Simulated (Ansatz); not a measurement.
HFGe, SMILES `[F][GeH]` (lower singlet) (charge 0, multiplicity 1). This singlet lies 1.90 eV below the relaxed triplet at the level composite: frozen-core CCSD(T) with HF/cc-pVQZ and the correlation energy extrapolated as X^-3 from cc-pVTZ and cc-pVQZ, plus CCSDT(Q) minus CCSD(T) in cc-pVDZ // B3LYP-D3(BJ)/def2-TZVP (Ansatz, a quantum-chemistry and plane-wave program).

Method: frozen-core CCSD(T)/cc-pVQZ // B3LYP-D3(BJ)/def2-TZVP run with Ansatz.

Ansatz 0.2 input:
```yaml
crystal:
  periodic: [false, false, false]
  atoms:
    - { symbol: F, position_ang: [1.288842, -0.34059, -0.000004] }
    - { symbol: Ge, position_ang: [-0.095779, 0.762722, -0.000001] }
    - { symbol: H, position_ang: [-1.193063, -0.422133, 0.000005] }
basis:
  gaussian: { orbitals: cc-pVQZ }
correlation:
  method: ccsd_t
```

Output:

```
Functional definition: HF
943 factors; integrals over basis functions are off by at most 1.0e-3 eV
mean field evaluation 1: about -59196.1391 eV, gradient 3.0e1 eV
mean field evaluation 2: about -59196.1681 eV, gradient 3.0e1 eV
mean field evaluation 4: about -59197.8937 eV, gradient 1.8e0 eV
mean field evaluation 8: about -59197.9168 eV, gradient 1.5e-1 eV
mean field evaluation 16: about -59197.0742 eV, gradient 2.5e1 eV
mean field -59197.91701128 eV, -2175.4833243753 hartree, gradient 3.2e-6 eV, S^2 0.000000; 0 other end points of the search recorded, 0 dependent functions left out; unrestricted orbitals would lower it
10 core orbitals not correlated
reference -59197.91701128 eV, -2175.4833243753 hartree; 11, 11 occupied and 132, 132 virtual orbitals, 943 factors
second order -14.04668369 eV of doubles, -0.00000000 eV of singles
cycle   1  -13.62346532 eV  change    4.2e-1 eV  update   1.0e-1
cycle   2  -14.03643856 eV  change   -4.1e-1 eV  update   3.6e-2
cycle   3  -14.14107842 eV  change   -1.0e-1 eV  update   2.0e-2
cycle   4  -14.12391193 eV  change    1.7e-2 eV  update   5.3e-3
cycle   5  -14.12132243 eV  change    2.6e-3 eV  update   2.4e-3
cycle   6  -14.12294026 eV  change   -1.6e-3 eV  update   8.0e-4
cycle   7  -14.12277661 eV  change    1.6e-4 eV  update   3.6e-4
cycle   8  -14.12259479 eV  change    1.8e-4 eV  update   1.2e-4
cycle   9  -14.12265653 eV  change   -6.2e-5 eV  update   4.6e-5
cycle  10  -14.12267209 eV  change   -1.6e-5 eV  update   1.5e-5
perturbative correction -0.52950138 eV, -0.0194588167 hartree
Total energy: -59212.56918475 eV, -2176.0217818186 hartree
```
